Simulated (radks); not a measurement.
Task: Ta16+, 57 electrons, occupied as [Kr] 4d10 4f11 (the NIST ground configuration). All-electron calculation, Dirac Kohn-Sham, exchange-only B88, spin-unpolarised, spherical densities, finite nucleus; open shells fill j = l - 1/2 first; Fermi nuclear charge, rms radius 5.3507 fm. Program: a radial shooting solver on a logarithmic mesh with Libxc functionals.

Spin-orbit splittings of the eigenvalues, e(l+1/2) - e(l-1/2), with zeta = 2 splitting/(2l+1) and mean radii in bohr:

| shell | occ. | splitting (eV) | zeta (eV) | <r> j=l-1/2 | <r> j=l+1/2 |
|---|---|---|---|---|---|
| 2p | 6 | ? | ? | 0.06486 | 0.07270 |
| 3p | 6 | 273.9 | 182.6 | 0.1941 | 0.2087 |
| 3d | 10 | 59.69 | 23.88 | 0.1828 | 0.1873 |
| 4p | 6 | 64.79 | 43.19 | 0.4591 | 0.4900 |
| 4d | 10 | 12.25 | 4.899 | 0.5020 | 0.5119 |
| 4f | 11 | 2.487 | 0.7107 | 0.5402 | 0.5452 |

Estimate the 2p splitting.

Result: 1271 eV (zeta = 847.3 eV).
